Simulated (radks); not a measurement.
Species: Cd+. Configuration: [Kr] 4d8 5s1 4f2 (not the ground configuration). All-electron calculation, scalar-relativistic Kohn-Sham, PBE, spin-unpolarised, spherical densities, finite nucleus; Fermi nuclear charge, rms radius 4.6087 fm. Program: a radial shooting solver on a logarithmic mesh with Libxc functionals.

Unscreened Slater integrals over Kohn-Sham orbitals (cm^-1). Empty in this configuration: 5p.

integral,value
"F0(4f,4f)",31932
"F2(4f,4f)",16202
"F4(4f,4f)",10467
"F6(4f,4f)",7634.3
"F0(4f,5s)",41425
"G3(4f,5s)",5108.2
"F0(4f,4d)",42620
"F2(4f,4d)",4911.2
"F4(4f,4d)",1759.2
"G1(4f,4d)",2540.7
"G3(4f,4d)",1437.6
"G5(4f,4d)",977.47
"F0(4f,4p)",42779
"F2(4f,4p)",3561.0
"G2(4f,4p)",1058.4
"G4(4f,4p)",688.00
"F0(4f,5p)",40666
"F2(4f,5p)",13582
"G2(4f,5p)",8949.6
"G4(4f,5p)",5879.4
"F0(5s,5s)",87581
"F0(5s,4d)",105980
"G2(5s,4d)",16121
"F0(5s,4p)",109150
"G1(5s,4p)",7869.9
"F0(5s,5p)",79400
"G1(5s,5p)",52236
"F0(4d,4d)",169940
"F2(4d,4d)",85579
"F4(4d,4d)",56350
"F0(4d,4p)",186490
"F2(4d,4p)",93477
"G1(4d,4p)",118300
"G3(4d,4p)",72741
"F0(4d,5p)",91362
"F2(4d,5p)",26777
"G1(4d,5p)",9804.5
"G3(4d,5p)",8689.1
"F0(4p,4p)",208880
"F2(4p,4p)",109740
"F0(4p,5p)",93486
"F2(4p,5p)",21673
"G0(4p,5p)",4331.2
"G2(4p,5p)",5562.4
"F0(5p,5p)",73465
"F2(5p,5p)",39679

Derived for the open shells (J is the average intra-shell exchange parameter used in DFT+U). 4d: Racah B = F2/49 - 5 F4/441 = 1108 cm^-1, C = 35 F4/441 = 4472 cm^-1, C/B = 4.04, F4/F2 = 0.658, J = (F2 + F4)/14 = 10140 cm^-1. 4f: F4/F2 = 0.646, F6/F2 = 0.471, J = (286 F2 + 195 F4 + 250 F6)/6435 = 1334 cm^-1.
